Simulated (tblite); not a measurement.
C7H17NSi.
Cartesian coordinates in Å at the GFN2-xTB level; atoms count from 1:
```xyz
26
C7H17NSi angstrom
C      2.3546   -0.4115   -0.5650
C      1.4269   -0.2053    0.3610
C      1.7850   -0.2963    1.8153
C     -0.0240    0.0615    0.0378
C     -0.6501    1.0479    1.0275
N     -0.2672    0.5490   -1.3226
C      0.2151    1.8863   -1.6207
Si    -1.0048   -1.6044    0.0766
C     -2.8193   -1.2572   -0.3410
H      2.1602   -0.3638   -1.6233
H      3.3740   -0.6355   -0.2980
H      1.0873   -0.9443    2.3417
H      2.7897   -0.6954    1.9354
H      1.7519    0.6865    2.2837
H     -0.7690    0.5975    2.0089
H     -1.6319    1.3389    0.6630
H     -0.0411    1.9445    1.1326
H      0.1462   -0.1062   -1.9771
H     -0.4123    2.6172   -1.1113
H      0.1265    2.0562   -2.6929
H      1.2595    2.0556   -1.3249
H     -0.3992   -2.5033   -0.9143
H     -0.8996   -2.2305    1.4039
H     -3.3595   -2.1846   -0.5015
H     -2.9014   -0.6583   -1.2424
H     -3.3187   -0.7218    0.4609
```

Level: GFN2-xTB in tblite, geometry and Hessian alike; calculated harmonic values, unscaled, isolated species. Errors from tens to a few hundred cm⁻¹ against measured bands are possible. Modes of hydrogen on silicon can be 10 to 20 % off. One conformer, not necessarily the lowest.

Harmonic wavenumbers (cm⁻¹): 52.6, 55.9, 107.3, 131.1, 140.9, 172.7, 183.5, 188.4, 213.6, 281.2, 304.2, 326.0, 355.5, 387.0, 438.7, 455.3, 470.9, 497.3, 595.4, 640.8, 686.5, 698.7, 761.4, 782.2, 810.1, 829.3, 843.4, 853.8, 872.0, 924.1, 958.4, 1018.4, 1038.8, 1072.0, 1076.7, 1098.5, 1132.3, 1171.3, 1200.8, 1261.0, 1363.8, 1396.1, 1399.1, 1405.2, 1417.3, 1436.4, 1478.8, 1483.1, 1484.1, 1488.5, 1493.2, 1503.0, 1515.5, 1525.2, 1701.1, 2191.1, 2219.9, 2881.4, 3004.0, 3005.4, 3010.3, 3015.5, 3024.0, 3034.2, 3038.2, 3040.7, 3044.3, 3048.4, 3051.1, 3099.5, 3112.5, 3370.6.

A = 1594, B = 1104, C = 887.4 MHz; mass 143.113 u (most abundant isotopes); point group C1, symmetry number 1.

What is the zero-point energy?

½Σν̃ = 48685 cm⁻¹ = 139.20 kcal/mol.

Give the ideal-gas entropy at 298.15 K and 1 bar in the rigid-rotor, harmonic-oscillator model (classical rotation).

Translation 40.81, rotation 29.71, vibration 40.48: S = 111.0 cal/(mol K).

And Cp and H(298.15 K) − H(0)?

Cp = 51.07 cal/(mol K), of which vibrations give 43.12 (their classical limit is 72 R = 143.1); H(298.15 K) − H(0) = 8.89 kcal/mol without the zero-point energy, 6.52 from vibrations.

How do the functions run with temperature in this model?

```json
{"T (K)": "50", "S (cal/(mol K))": "59.9", "Cp (cal/(mol K))": "14.6", "H − H(0) (kcal/mol)": "0.52", "G − H(0) (kcal/mol)": "-2.48", "ln q(vib)": "0.58"}
{"T (K)": "100", "S (cal/(mol K))": "72.8", "Cp (cal/(mol K))": "23.3", "H − H(0) (kcal/mol)": "1.47", "G − H(0) (kcal/mol)": "-5.81", "ln q(vib)": "2.10"}
{"T (K)": "373.15", "S (cal/(mol K))": "123.5", "Cp (cal/(mol K))": "60.9", "H − H(0) (kcal/mol)": "13.09", "G − H(0) (kcal/mol)": "-33.00", "ln q(vib)": "12.12"}
{"T (K)": "500", "S (cal/(mol K))": "143.4", "Cp (cal/(mol K))": "75.4", "H − H(0) (kcal/mol)": "21.77", "G − H(0) (kcal/mol)": "-49.95", "ln q(vib)": "16.72"}
{"T (K)": "750", "S (cal/(mol K))": "178.3", "Cp (cal/(mol K))": "96.5", "H − H(0) (kcal/mol)": "43.44", "G − H(0) (kcal/mol)": "-90.29", "ln q(vib)": "25.40"}
{"T (K)": "1000", "S (cal/(mol K))": "208.1", "Cp (cal/(mol K))": "110.8", "H − H(0) (kcal/mol)": "69.45", "G − H(0) (kcal/mol)": "-138.69", "ln q(vib)": "33.46"}
```

q(vib) and H(0) count from the zero-point level.

Which modes carry the vibrational entropy at 298.15 K?

52.6 cm⁻¹: 4.72; 55.9 cm⁻¹: 4.60; 107.3 cm⁻¹: 3.32; 131.1 cm⁻¹: 2.93; 140.9 cm⁻¹: 2.79; 172.7 cm⁻¹: 2.41 cal/(mol K); the other 66 give 19.72 together.

Hindered rotation and anharmonicity are outside this model. Other conformers, if any are populated, would add a mixing term that is left out. The structure is chiral; the term R ln 2 for an equal mix with its mirror image is left out.

On one thread, Arm Neoverse V1 (aarch64), shared host with 32 logical CPUs at a one-minute load of 7.8, this took 1.5 s. This covers the Hessian and the dipole derivatives.
